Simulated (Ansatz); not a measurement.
`NB([SiH3])CF` → `[CH2]` (triplet) + `NB(F)[SiH3]`  (formal loss of a carbene)

Program: Ansatz. Geometries: PBE0-D4/def2-TZVP. ΔE: electronic, gas phase. CCSD(T)/CBS is the MP2 limit (def2-TZVPP, def2-QZVPP) plus CCSD(T) − MP2 in def2-TZVPP, frozen cores. This one scheme is used for every species. Functionals use def2-TZVPP. Triplets are unrestricted, without spin–orbit coupling. One conformer a species, not always the lowest.

```csv
level,ΔE (eV)
PBE-D4,2.86
PBE0-D4,2.72
HF/def2-TZVPP,1.10
SCS-MP2/def2-TZVPP,2.67
```

Question: What does CCSD(T)/CBS give? (Estimate.)

Answer: Computed: +2.69 eV. The listed levels differ from it by 0.17, 0.03, -1.59, -0.02 eV.

Largest T1 diagnostic among the species: 0.013.

The D4 term adds +0.11 eV with B3LYP and +0.06 eV with PBE0; it sums over pairs of atoms, weighted by their polarisabilities, and B3LYP, whose exchange is more repulsive, gets the larger term. In def2-TZVPP, CCSD(T) changes the Hartree–Fock value by +1.47 eV (the triples alone add +0.13 eV) and MP2 by +1.53 eV.

B3LYP here is the variant with VWN-RPA as its local correlation; programs differ in this.
